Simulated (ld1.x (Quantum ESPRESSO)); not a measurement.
**What one change does to a pseudopotential (oxygen (O), RRKJ)**

- Element: oxygen (O)
- Generator: ld1.x (Quantum ESPRESSO) 7.5
- Type: norm-conserving RRKJ (Kleinman–Bylander form)
- Functional: LDA (PZ)
- Relativity: scalar-relativistic
- Frozen core: [He]
- Valence charge: 6
- Reference configuration: 2s2 2p2 (charge +2)
- Partial waves: 2p (bound): rc 1.85 bohr; 2s (bound): rc 0.85 bohr
- Local potential: the s channel
- Core correction: none

Change: local potential the p channel.

Cutoffs: the cutoffs (Ry, on a coarse ladder) from which the occupation-weighted sum of valence levels, in a spherical-Bessel basis at the reference potential, stays within 10 and 1 mRy of its value at 400 Ry; they do not see the model core or the augmentation charge, which bear on the density cutoff. Errors are all-electron minus pseudo energies relative to the spin-unpolarised reference configuration.

Question: Predict the effect on cutoff, ghosts and configuration errors.

Answer: The potential gets neither clearly harder nor softer (90 Ry and 180 Ry → 110 Ry and 140 Ry); of the 9 tests that both files solve, the error grows in 1 and shrinks in 8 by more than 15 % and 0.3 meV (median size 646.0 → 159.0 meV); the range in which the s phases agree narrows (upper end at the end of the scan → -1.3); neither file shows a bound ghost.

```tsv
quantity	base	changed
cutoff, loose	90 Ry	110 Ry
cutoff, tight	180 Ry	140 Ry
loose cutoff by channel (10 mRy a level)	p 35 Ry, s 70 Ry	s 100 Ry, p 40 Ry
bound ghosts	none	none
error for 2s2 2p4, meV [ΔE -50.29 eV]	+646	+148
error for 2s2 2p3, meV [ΔE -33.71 eV]	+275	+115
error for 2s2 2p1, meV [ΔE 53.96 eV]	+592	+375
error for 2s2 2p0, meV [ΔE 130.92 eV]	+3162	+2201
error for 2s2 2p4.3, meV [ΔE -52.47 eV]	+711	+115
error for 2s1 2p4, meV [ΔE -18.87 eV]	+704	+416
error for 2s2 2p3.5, meV [ΔE -43.93 eV]	+481	+159
error for 2s2 2p2 (spin-polarised), meV [ΔE -2.23 eV]	+27	+92
error for 2s2 2p4 (spin-polarised), meV [ΔE -51.70 eV]	+709	+238
s: phases at 1.99 bohr within 0.05 rad from the reference energy up to (Ry; the scan ends near 5)	to the end of the scan	-1.3
p: phases at 1.99 bohr within 0.05 rad from the reference energy up to (Ry; the scan ends near 5)	-0.7	-1.2
```
